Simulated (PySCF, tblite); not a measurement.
C6H13N.
SMILES with atom numbers: `[CH3:1][C:2]([CH3:3])=[CH:4][CH2:5][CH2:6][NH2:7]` (hydrogens: H8, H9, H10 on C1; H11, H12, H13 on C3; H14 on C4; H15, H16 on C5; H17, H18 on C6; H19, H20 on N7)

Computed with GFN2-xTB (tblite), gas phase: nudged elastic band of 9 images (0 to 8), spring 0.2 eV/Å², climbing image at the end, force threshold 0.05 eV/Å. No saddle search or frequency run followed, so the top image need not be a first-order saddle, and its height can exceed the method's true barrier by a kcal/mol or more.

Path: rotation about C5–C6 (allylic carbon, sp3 carbon bound to nitrogen), followed by the dihedral C4–C5–C6–N7.

Image 0 (start, dihedral -177°):
```
atom  x, y, z in Å
C1     -2.467    0.903   -1.081
C2     -1.377    0.255   -0.276
C3     -1.762   -1.073    0.306
C4     -0.201    0.848   -0.113
C5      0.987    0.335    0.640
C6      2.040   -0.230   -0.320
N7      3.155   -0.778    0.435
H8     -2.156    1.874   -1.456
H9     -2.735    0.272   -1.929
H10    -3.361    1.033   -0.472
H11    -2.531   -0.935    1.067
H12    -0.918   -1.586    0.754
H13    -2.180   -1.710   -0.472
H14    -0.039    1.804   -0.596
H15     1.435    1.157    1.206
H16     0.714   -0.445    1.349
H17     1.596   -1.047   -0.896
H18     2.340    0.558   -1.033
H19     3.611   -0.044    0.967
H20     3.845   -1.179   -0.191
```

Image 8 (end, +0.030 eV, dihedral -63°):
```
atom  x, y, z in Å
C1     -2.339    0.416   -1.182
C2     -1.225    0.174   -0.204
C3     -1.485   -0.970    0.728
C4     -0.134    0.930   -0.214
C5      1.075    0.824    0.661
C6      2.275    0.278   -0.122
N7      2.001   -1.072   -0.580
H8     -2.152    1.300   -1.786
H9     -2.445   -0.441   -1.847
H10    -3.285    0.546   -0.657
H11    -2.392   -0.786    1.306
H12    -0.665   -1.137    1.418
H13    -1.638   -1.881    0.151
H14    -0.061    1.713   -0.958
H15     1.334    1.818    1.035
H16     0.891    0.181    1.522
H17     2.442    0.897   -1.009
H18     3.176    0.347    0.513
H19     1.830   -1.684    0.211
H20     2.791   -1.442   -1.097
```

**Question.** What do the highest image and its neighbours look like?

**Answer.** 
Image 1: +0.012 eV, dihedral -164°
```
atom  x, y, z in Å
C1     -2.484    0.854   -1.085
C2     -1.367    0.258   -0.278
C3     -1.705   -1.069    0.336
C4     -0.208    0.889   -0.140
C5      0.997    0.425    0.619
C6      2.060   -0.140   -0.335
N7      3.029   -0.926    0.412
H8     -2.225    1.839   -1.466
H9     -2.723    0.209   -1.931
H10    -3.380    0.941   -0.471
H11    -2.475   -0.942    1.098
H12    -0.842   -1.546    0.788
H13    -2.104   -1.737   -0.427
H14    -0.075    1.835   -0.653
H15     1.419    1.265    1.177
H16     0.742   -0.349    1.339
H17     1.580   -0.811   -1.053
H18     2.514    0.690   -0.904
H19     3.526   -0.339    1.074
H20     3.715   -1.336   -0.213
```

Image 2: +0.042 eV, dihedral -150°
```
atom  x, y, z in Å
C1     -2.488    0.799   -1.094
C2     -1.352    0.256   -0.275
C3     -1.649   -1.066    0.370
C4     -0.213    0.926   -0.155
C5      1.007    0.511    0.608
C6      2.086   -0.049   -0.338
N7      2.880   -1.051    0.356
H8     -2.258    1.782   -1.500
H9     -2.708    0.127   -1.923
H10    -3.385    0.875   -0.481
H11    -2.421   -0.945    1.131
H12    -0.771   -1.508    0.828
H13    -2.031   -1.762   -0.377
H14    -0.108    1.863   -0.690
H15     1.402    1.370    1.155
H16     0.768   -0.260    1.339
H17     1.601   -0.549   -1.182
H18     2.689    0.781   -0.743
H19     3.384   -0.630    1.130
H20     3.563   -1.460   -0.272
```

Image 3: +0.076 eV, dihedral -135°
```
atom  x, y, z in Å
C1     -2.482    0.743   -1.106
C2     -1.335    0.251   -0.270
C3     -1.597   -1.063    0.407
C4     -0.214    0.954   -0.167
C5      1.017    0.592    0.605
C6      2.114    0.034   -0.325
N7      2.715   -1.150    0.271
H8     -2.276    1.720   -1.536
H9     -2.682    0.043   -1.918
H10    -3.382    0.811   -0.496
H11    -2.371   -0.945    1.166
H12    -0.706   -1.470    0.873
H13    -1.959   -1.786   -0.322
H14    -0.134    1.879   -0.725
H15     1.384    1.477    1.130
H16     0.793   -0.164    1.356
H17     1.664   -0.277   -1.273
H18     2.853    0.821   -0.552
H19     3.197   -0.905    1.130
H20     3.398   -1.557   -0.359
```

Image 4 (top): +0.097 eV, dihedral -121°
```
atom  x, y, z in Å
C1     -2.467    0.683   -1.119
C2     -1.314    0.240   -0.265
C3     -1.547   -1.059    0.448
C4     -0.211    0.972   -0.177
C5      1.028    0.669    0.609
C6      2.145    0.107   -0.299
N7      2.537   -1.218    0.157
H8     -2.280    1.652   -1.576
H9     -2.647   -0.043   -1.913
H10    -3.373    0.749   -0.517
H11    -2.327   -0.939    1.202
H12    -0.647   -1.430    0.926
H13    -1.889   -1.811   -0.262
H14    -0.149    1.883   -0.760
H15     1.367    1.584    1.099
H16     0.820   -0.061    1.389
H17     1.767   -0.001   -1.320
H18     2.994    0.810   -0.335
H19     2.966   -1.156    1.075
H20     3.224   -1.620   -0.473
```

Image 5: +0.093 eV, dihedral -106°
```
atom  x, y, z in Å
C1     -2.445    0.623   -1.134
C2     -1.291    0.227   -0.258
C3     -1.504   -1.053    0.493
C4     -0.202    0.981   -0.185
C5      1.039    0.735    0.617
C6      2.173    0.166   -0.262
N7      2.363   -1.249    0.021
H8     -2.271    1.582   -1.617
H9     -2.604   -0.129   -1.907
H10    -3.356    0.690   -0.541
H11    -2.291   -0.925    1.238
H12    -0.599   -1.391    0.985
H13    -1.826   -1.833   -0.196
H14    -0.153    1.875   -0.796
H15     1.357    1.679    1.064
H16     0.846    0.037    1.430
H17     1.897    0.254   -1.317
H18     3.096    0.750   -0.112
H19     2.708   -1.363    0.970
H20     3.058   -1.644   -0.603
```

Image 6: +0.070 eV, dihedral -92°
```
atom  x, y, z in Å
C1     -2.415    0.560   -1.150
C2     -1.264    0.212   -0.249
C3     -1.467   -1.044    0.544
C4     -0.187    0.983   -0.193
C5      1.050    0.792    0.629
C6      2.199    0.212   -0.217
N7      2.196   -1.240   -0.136
H8     -2.251    1.504   -1.664
H9     -2.554   -0.221   -1.898
H10    -3.333    0.633   -0.569
H11    -2.264   -0.902    1.276
H12    -0.561   -1.348    1.057
H13    -1.767   -1.853   -0.120
H14    -0.145    1.855   -0.835
H15     1.353    1.761    1.032
H16     0.867    0.127    1.473
H17     2.052    0.486   -1.266
H18     3.159    0.648    0.110
H19     2.421   -1.526    0.812
H20     2.905   -1.631   -0.747
```

The largest changes of bonds and angles from start to top: C5–C6 1.533 → 1.545 Å, C6–C5–H15 108.6 → 110.1°, C4–C5–H16 112.0 → 110.7°, C5–C6–H18 109.1 → 110.1°. GFN2-xTB torsional profiles can miss by a kcal/mol or more and can put conformers in the wrong order.

**Question.** What do single points at PBE0/pcSseg-1 (PySCF, no dispersion term) give on some images?

**Answer.** 
| image | GFN2-xTB E (eV) | DFT E (eV) | HOMO (eV) | LUMO (eV) | dipole (D) |
| --- | --- | --- | --- | --- | --- |
| 0 | 0.000 | 0.000 | -6.56 | 0.81 | 1.07 |
| 2 | 0.042 | 0.083 | -6.44 | 0.85 | 1.02 |
| 4 | 0.097 | 0.158 | -6.39 | 0.91 | 1.16 |
| 6 | 0.070 | 0.093 | -6.42 | 0.93 | 1.28 |
| 8 | 0.030 | 0.050 | -6.44 | 0.94 | 1.27 |

Energies count from image 0 at each level. At the GFN2-xTB top the DFT energy is 3.6 kcal/mol against 2.2; the geometries weren't optimised at the DFT level.

What follows is the cost of the whole band run. Hardware: Arm Neoverse V1, one thread, shared host with 32 logical CPUs at a one-minute load of 9.0. Cost: 3.0 s wall, 0.18 GiB resident at most.
